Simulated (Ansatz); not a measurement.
```yaml
crystal:
  periodic: [false, false, false]
  atoms:
    - {symbol: Cr, position_ang: [0.013636, -0.000025, 0.009562]}
    - {symbol: S, position_ang: [0.032066, -0.016037, 1.983023]}
    - {symbol: S, position_ang: [1.874445, 0.011108, -0.648027]}
    - {symbol: Cl, position_ang: [-0.965539, 1.751069, -0.658053]}
    - {symbol: Cl, position_ang: [-0.954608, -1.746115, -0.686504]}
basis:
  gaussian: {orbitals: def2-TZVP}
magnetization: {spin_polarized: true, initial_magnetization: 0}
hamiltonian: {xc: {name: wB97X-V}}
scf: {omitted_lower_state_checks: [starts]}
```

```sh
$ ansatz run in.yaml --threads 4 --pin off --events-out ev --progress --plain --max-ram 3916MiB
```

Shortened log:

```
Functional definition: wB97X-V
  name "wB97X-V"
  cite "Mardirossian & Head-Gordon, Phys. Chem. Chem. Phys. 16, 9904 (2014) doi:10.1039/C3CP54374A"
  cite "Becke, J. Chem. Phys. 107, 8554 (1997) doi:10.1063/1.475007"
  cite "Vydrov & Van Voorhis, J. Chem. Phys. 133, 244103 (2010) doi:10.1063/1.3521275"
  parameter omega = 0.3/bohr
  parameter cx = 0.167
  parameter cx1 = 0.603
  parameter cx2 = 1.194
  parameter css0 = 0.556
  parameter css1 = -0.257
  parameter cos0 = 1.219
  parameter cos1 = -1.850
  parameter b = 6.0
  parameter c = 0.01
  exchange = spin_sum(e_x_unif_sr(omega)*poly(b97_u_x, 1 - cx, cx1, cx2)) + cx*exact_x_sr(omega) + exact_x_lr(omega)
  correlation = spin_sum(e_c_pw_same_spin*poly(b97_u_same, css0, css1))
      + integral(e_c_pw_opposite_spin*poly(b97_u_opposite, cos0, cos1)) + vv10(b, c)
these checks for a lower state are left out or cut short: starts
1539 factors; their error is unknown
259 factors; integrals over basis functions are off by at most 1.1e-5 eV
mean field evaluation 1: about -75128.0138 eV, gradient 2.1e1 eV
mean field evaluation 2: about -75099.0127 eV, gradient 1.2e2 eV
mean field evaluation 4: about -75129.4459 eV, gradient 1.9e0 eV
mean field evaluation 8: about -75129.4657 eV, gradient 1.5e-1 eV
mean field evaluation 16: about -75129.6316 eV, gradient 2.2e-3 eV
mean field evaluation 32: about -75129.7271 eV, gradient 1.5e-3 eV
mean field -75129.72713612 eV, -2760.9665474942 hartree, gradient 1.2e-5 eV, S^2 0.600467; 1 other end points of the search recorded, 0 dependent functions left out
reference -75129.72713406 eV, -2760.9665474187 hartree; 45, 45 occupied and 148, 148 virtual orbitals, 1539 factors
Total energy: -75129.72713406 eV, -2760.9665474187 hartree
Checks for a lower state left out: starts
```

Hardware: 4 threads of Arm Neoverse V1 on a shared host. Wall time 1.8 min, peak host memory 1.6 GiB.

The unrestricted singlet has broken spin symmetry (⟨S²⟩ up to 0.60).
